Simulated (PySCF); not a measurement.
Si(AsH2)(F)(OH)2 (AsFH4O2Si), SMILES O[Si](O)(F)[AsH2]. Geometry: PBE-D3(BJ)/def2-SVP. Other conformers were not sampled.

Calculation: PBE-D3(BJ)/def2-SVP (PySCF 2.14.0).

Harmonic wavenumbers (cm⁻¹): 87, 130, 136, 198, 217, 233, 302, 334, 427, 570, 619, 756, 784, 841, 906, 940, 962, 2134, 2150, 3733, 3765. Rotational constants (GHz): 3.752, 1.361, 1.342; symmetry number 1.

Work out the zero-point energy and the ideal-gas rigid-rotor harmonic-oscillator thermochemistry at 298.15 K and 1 atm.

ZPE = ½ Σ hcν = ½ × 20224 cm⁻¹ = 28.91 kcal/mol. H − E(el) = 34.74 kcal/mol. Entropy in cal/(mol K): translation 41.08, rotation 28.24, vibration 20.95, total 90.28. G − E(el) = 7.82 kcal/mol. Cp = 29.34 cal/(mol K). Modes under 150 cm⁻¹ make the vibrational entropy uncertain.
